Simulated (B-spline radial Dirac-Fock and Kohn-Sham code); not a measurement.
**Zn²⁺: eigenvalues, ΔSCF and the reference**

System: Zn²⁺, configuration [Ar] 3d9 4s1 (not the ground configuration).

The density-functional columns are spherical, spin-unpolarised Dirac-Kohn-Sham results without Breit or QED terms: −ε is minus the orbital energy of the initial state and ΔSCF the difference of two total energies. The reference in the last column comes from ΔSCF Dirac-Fock with Breit, self-energy and vacuum polarisation, finite nucleus, configuration average. All numbers are from a radial atomic solver, in eV; a selection of levels is shown. The Kohn-Sham columns are given as differences from the reference. For the 1s level of heavy atoms much of the gap between ΔSCF and the reference is the Breit and QED part, -18.1 eV here; for other levels the error of the functional can be larger.

```csv
level,LDA −ε − DF,LDA ΔSCF − DF,Dirac-Fock
1s,-165.6,+17.5,9699.6
2s,-54.4,-25.2,1239.9
2p1/2,-36.6,-1.0,1085.4
2p3/2,-37.1,-2.2,1062.1
3p1/2,-16.9,-5.6,131.1
3p3/2,-17.0,-5.7,128.0
3d,-7.2,+3.2,45.52
4s,-3.1,+1.9,28.82
```

Values without a named source are computed, but for edge energies of neutral atoms, which are taken from tables.
